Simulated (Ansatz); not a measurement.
Cost and result up the ladder for the cluster Sn₆S₁₂ (18 atoms). Charge 0, multiplicity 1. Geometry: PBE-D4/def2-SVP.

| atom | x (Å) | y (Å) | z (Å) |
| --- | --- | --- | --- |
| Sn1 | 2.149 | 0.620 | -2.289 |
| Sn2 | -2.163 | 2.241 | 3.229 |
| Sn3 | -2.402 | -0.197 | -3.689 |
| Sn4 | -0.254 | -3.019 | -3.006 |
| Sn5 | -1.998 | -0.252 | 0.071 |
| Sn6 | 2.195 | 1.517 | 2.257 |
| S7 | 2.843 | -1.059 | 2.756 |
| S8 | -0.609 | 1.208 | -1.938 |
| S9 | -0.154 | -0.914 | -4.462 |
| S10 | -0.394 | 2.181 | 1.216 |
| S11 | -2.401 | -2.088 | -1.819 |
| S12 | 0.527 | -1.187 | 0.470 |
| S13 | -0.626 | 2.974 | -0.704 |
| S14 | 1.506 | -1.866 | -1.298 |
| S15 | -1.998 | -0.345 | 3.138 |
| S16 | 1.122 | -2.066 | 2.286 |
| S17 | 2.934 | 1.587 | -0.171 |
| S18 | -0.277 | 0.667 | 3.952 |

Ansatz on 2 threads of AMD EPYC 7R13 on a shared host and a share (18 GiB) of an NVIDIA H100 80GB HBM3. Times are rough, and most runs start from the orbitals of an earlier one. PBE0-D4/def2-TZVP serves as the yardstick here, not as an exact answer. Differences are given only for rows in sets of like size (and for xTB, whose basis is part of the method), since another set adds its own error. Binding counts from free atoms at the same level (Sn triplet, S triplet; other spins of the atoms weren't run), without zero-point energy or a counterpoise term.

In the def2 sets Sn takes a core potential; there is no spin–orbit coupling. Correlated methods freeze 84 core orbitals; core or outer-core shells of Sn are correlated, in sets that lack core-valence functions. The rows differ in basis, and correlated rows in double-zeta sets carry the largest basis error. Single mean-field runs in def2-TZVP are fitted with def2-universal-jkfit. Another isomer (singlet) lies 2.69 eV lower at PBE0-D4/def2-TZVP; other spin states weren't run for this one.

Correlated methods converge slowly with the basis, most of all in double-zeta sets.

| level | functions | wall time | binding energy per atom (eV) | difference from PBE0-D4/def2-TZVP (eV) |
| --- | --- | --- | --- | --- |
| PBE-D4/def2-SVP | 372 | 4.1 s | 3.28 | – |
| MP2/def2-SVP | 372 | 4.6 s | 2.60 | – |
| PBE0-D4/def2-SVP | 372 | 4.9 s | 3.06 | – |
| BLYP-D4/def2-TZVP | 744 | 6 s | 3.17 | 0.06 |
| PBE-D4/def2-TZVP (with forces) | 744 | 6 s | 3.31 | 0.20 |
| r2SCAN-D4/def2-TZVP | 744 | 6 s | 3.12 | 0.01 |
| RPA@PBE/def2-SVP | 372 | 8.5 s | 2.30 | – |
| PBE0-D4/def2-TZVP | 744 | 9 s | 3.11 | 0.00 |
